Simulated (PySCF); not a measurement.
C4H7NSi, SMILES C/C(C#N)=C/[SiH3].

The structure is a stationary point at PBE0-D3(BJ)/def2-SVP. A frequency run showed that this geometry is not a minimum. The structure was generated by enumeration; whether it is a known compound was not checked.

Two levels are set side by side: TDA-PBE/def2-SVPD (PySCF) and TDA-ωB97X/def2-SVPD (PySCF). Vertical, same geometry. The lowest singlet is HOMO→LUMO 66 %, HOMO−4→LUMO 20 % with PBE and HOMO→LUMO 89 % with the other functional; states are paired by order. Differences are taken from unrounded values.

```
quantity                               TDA-ωB97X  TDA-PBE  TDA-PBE minus TDA-ωB97X
-------------------------------------  ---------  -------  -----------------------
lowest singlet excitation (eV)              6.27     5.60                    -0.67
lowest triplet excitation (TDA) (eV)        3.55     3.46                    -0.09
first bright state (f over 0.05) (eV)       6.27     5.60                    -0.67
its oscillator strength                     0.43     0.25                    -0.17
```

Functionals without exact exchange tend to place singlet excitations lower, as here. Differences between two approximate levels are no errors against the true value.

Rough cost on one machine, each run with all the roots and properties that it gave: TDA-ωB97X against TDA-PBE about 4 times.
